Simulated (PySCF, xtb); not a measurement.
C₄H₅ClSi, SMILES C#C[Si@H](Cl)C=C. Other conformers were not sampled.

Harmonic wavenumbers (cm⁻¹) from GFN2-xTB run with xtb at its own minimum, in rising order: 43, 85, 112, 149, 251, 278, 349, 458, 509, 620, 638, 662, 685, 688, 753, 924, 1014, 1028, 1275, 1418, 1666, 2209, 2225, 3023, 3077, 3105, 3355.

**Question.** What does B3LYP-D3(BJ)/def2-SVP run with PySCF give at its own minimum? (The exact figures need the calculation; the answer reports its results.)

**Answer.** 79, 107, 133, 181, 268, 336, 419, 500, 559, 634, 700, 746, 752, 820, 833, 1002, 1014, 1032, 1276, 1421, 1668, 2153, 2254, 3118, 3136, 3213, 3455. Paired by order, the mean absolute difference is 49 cm⁻¹ and the zero-point energies are 43.7 and 45.5 kcal/mol.
